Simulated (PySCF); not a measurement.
Gas-phase reaction: 3 TiCl₄.H₂O + TiO₂ → 4 TiCl₃OH + H₂O

Method: PySCF energies (xtb for GFN2) plus ideal-gas RRHO corrections (1 bar). † marks an energy on the PBE0/def2-TZVP geometry and frequencies; other levels use their own. MP2 freezes the core. 6-31G* has spherical d functions here. All species are closed-shell singlets. Adducts (TiCl₄.H₂O) have no counterpoise correction, and HF, PBE, BLYP, B3LYP and PBE0 lack dispersion. TiCl₄.H₂O, TiCl₃OH: computed as isolated molecules; such fragments, hydroxides, amides, oligomers or adducts are transient or little studied in the gas. MP2 isn't extrapolated to the basis-set limit; its ΔH°(298 K) is -333.1 kJ in def2-SVP and -352.4 kJ in def2-TZVPP. The harmonic model lacks anharmonicity and excited electronic states, which grow with temperature; levels with a mode under 35 cm⁻¹ are left out. Soft modes under 120 cm⁻¹ make the harmonic entropy rough for TiCl₄.H₂O, TiCl₃OH. Warning, point group unlike the PBE0 one: TiCl₃OH (GFN2-xTB, HF/6-31G*).

```tsv
level	ΔE electronic, kJ	ΔH°(298 K), kJ	ΔS°(298 K), J/K	ΔG°(1200 K), kJ
GFN2-xTB	-536	-541	83	-632
HF/6-31G*	-557	-579	209	-830
M06-2X/def2-TZVP†	-469	-489	195	-722
MP2/def2-SVP†	-314	-333	195	-566
PBE0/def2-QZVP†	-462	-482	195	-715
r2SCAN/def2-TZVP†	-437	-456	195	-689
LDA/def2-TZVP†	-392	-412	195	-645
```
ΔH° is lowest at HF/6-31G* and highest at MP2/def2-SVP†. No reference value is set beside these.
